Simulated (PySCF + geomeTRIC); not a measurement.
A geometry relaxed with PySCF + geomeTRIC with r2SCAN-D4/def2-TZVP, charge 0, multiplicity 1:

```xyz
14

H     -1.7391     0.7787     1.3459
O      1.4613     1.6723     1.1092
H      0.1583    -2.2318     0.6636
H      2.0574     2.3358     1.4679
Si     2.1370     0.2587     0.5616
N     -2.9538    -0.5820    -0.6856
Si     0.3210    -1.0192    -0.1909
H      2.9020    -0.4200     1.6481
H     -3.1489    -1.5011    -0.3176
H     -1.4573     1.5185    -0.9162
Si    -1.6068     0.3079    -0.0668
H      3.1081     0.5259    -0.5395
H     -3.8168    -0.0933    -0.8757
H      0.5658    -1.4859    -1.5844
```

Problem. Write the SMILES of this molecule.

Solution. `N[SiH2][SiH2][SiH2]O`
